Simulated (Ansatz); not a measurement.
`[F][GeH2][GaH2]` + HI → `[GaH2][I]` + `[F][GeH3]` at 700 K and 1 bar (cleavage of the Ga–Ge bond).

Program: Ansatz. Geometries: PBE0-D4/def2-TZVP. ΔE: electronic, gas phase. CBS: MP2 limit from def2 TZ/QZ plus the TZ coupled-cluster correction, frozen cores. def2 core potentials past Kr. For Ga, Ge, I outer-core shells are correlated without core-valence functions, which leaves a few kJ/mol of doubt a bond. Scalar relativity is left out up to krypton.

| species | CCSD(T)/CBS energy (Eh) | H − E (kJ/mol) | S (J/(mol·K)) |
| --- | --- | --- | --- |
| `[F][GeH2][GaH2]` | -4102.26260 | 144.6 | 430.0 |
| HI | -298.03592 | 34.6 | 231.7 |
| `[GaH2][I]` | -2222.61527 | 73.7 | 336.2 |
| `[F][GeH3]` | -2177.72589 | 105.3 | 308.2 |

H − E and S are ideal-gas, rigid-rotor, harmonic terms from PBE0-D4/def2-TZVP. 1 Eh = 2625.50 kJ/mol, R = 8.31446 J/(mol·K).

Q: By hand: ΔE, ΔH, ΔS and ΔG.

A: ΔE = (-2222.61527) + (-2177.72589) − (-4102.26260) − (-298.03592) = -0.04264 Eh = -112.0 kJ/mol. Δ(H − E) = 73.7 + 105.3 − 144.6 − 34.6 = -0.2, so ΔH = -112.2 kJ/mol. ΔS = 336.2 + 308.2 − 430.0 − 231.7 = -17.3 J/(mol·K). ΔG = -112.2 − 700 × (-17.3)/1000 = -100.1 kJ/mol.

Q: By hand: the equilibrium constant, and the temperature at which ΔG would vanish if ΔH and ΔS stayed fixed.

A: log₁₀ K = −ΔG/(RT ln 10) = 7.5. ΔG = 0 at ΔH/ΔS = 6486 K, far beyond where these terms or the molecules hold.

ΔH outweighs TΔS. A doubt of 5 kJ/mol in ΔE shifts log₁₀ K by 0.4 here. These are equilibria of isolated gas molecules and say nothing of rates. Largest T1 diagnostic: 0.013 (customary marks: 0.02 for closed shells, 0.045 for open ones).
